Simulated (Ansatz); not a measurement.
Relaxation of BF$_{2}$H$_{3}$S (7 atoms, charge 0, multiplicity 1), to a largest force component of 0.03 eV/Å in at most 50 steps.

Computed with RKS PBE0/def2-SVP in Ansatz.

```xyz
7
Properties=species:S:1:pos:R:3
B 0.075 -0.510 -0.390
F -0.080 0.128 2.044
H 1.025 0.219 -0.496
F -1.139 -0.122 -0.721
S 0.363 -2.293 0.067
H -0.929 -2.671 -0.056
H 0.045 -0.782 2.155
```

Problem. Where does it end, and by what steps?

Solution. The run converged. After 11 steps the energy has fallen by 0.040 eV; F2 moved furthest, 0.18 Å.

| step | energy less start (eV) | largest force component (eV/Å) | accepted |
| --- | --- | --- | --- |
| 0 | 0.0000 | 0.798 | yes |
| 1 | -0.0047 | 1.445 | yes |
| 2 | -0.0102 | 1.165 | yes |
| 3 | -0.0268 | 0.420 | yes |
| 4 | -0.0205 | 0.607 | no |
| 5 | -0.0319 | 0.564 | yes |
| 6 | -0.0305 | 0.489 | no |
| 7 | -0.0363 | 0.129 | yes |
| 8 | -0.0391 | 0.054 | yes |
| 9 | -0.0397 | 0.042 | yes |
| 10 | -0.0397 | 0.036 | yes |
| 11 | -0.0398 | 0.025 | yes |

```xyz
7
Properties=species:S:1:pos:R:3
B 0.084 -0.511 -0.431
F -0.160 0.045 2.176
H 1.037 0.214 -0.542
F -1.121 -0.117 -0.786
S 0.363 -2.220 0.120
H -0.932 -2.607 0.057
H 0.087 -0.836 2.007
```

Whether the end is a true minimum wasn't checked by a vibrational analysis.

Time of the run: 16 s on 1 thread of Intel(R) Xeon(R) 6975P-C (Granite Rapids) (shared host), peak memory 0.17 GiB.
